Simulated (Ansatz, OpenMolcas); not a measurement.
A ladder of methods for BGeH3Cl2 (SMILES Cl[B](Cl)[GeH3])

BGeH3Cl2: 7 atoms, total charge 0, spin state singlet. As SMILES, `Cl[B](Cl)[GeH3]`. The coordinates come from a PBE0-D4/def2-TZVP relaxation.

Quantity: the vertical energy of the triplet above the singlet, in eV. The values are calculated.

| level | kind | program | value (eV) | less CCSD(T)/cc-pVDZ |
| --- | --- | --- | --- | --- |
| HF/cc-pVDZ | Hartree–Fock | OpenMolcas | 4.20 | -0.22 |
| BLYP/cc-pVDZ | GGA | OpenMolcas | 3.93 | -0.49 |
| revPBE/cc-pVDZ | GGA | OpenMolcas | 3.85 | -0.57 |
| M06-L/cc-pVDZ | meta-GGA | OpenMolcas | 4.00 | -0.42 |
| r2SCAN/cc-pVDZ | meta-GGA | Ansatz | 3.88 | -0.54 |
| r2SCAN0/cc-pVDZ | hybrid meta-GGA | Ansatz | 4.00 | -0.42 |
| HSE06/cc-pVDZ | range-separated hybrid | Ansatz | 4.04 | -0.38 |
| B2PLYP/cc-pVDZ | double hybrid | Ansatz | 4.29 | -0.13 |
| RPA@PBE0/cc-pVDZ | RPA | Ansatz | 4.31 | -0.11 |
| CCSD(T)/cc-pVDZ, open shells restricted | coupled cluster or CI | OpenMolcas | 4.42 | 0.00 |

CCSD(T)/cc-pVDZ, open shells restricted is the highest level here, not the true value. All-electron rows without a relativistic Hamiltonian named are non-relativistic. The values span 3.85 to 4.42 eV. In the correlated wave-function rows the outer d shell of Ge is correlated, in sets not made for it. The second state's dipole differs much between rows, so they may not all be the same state.
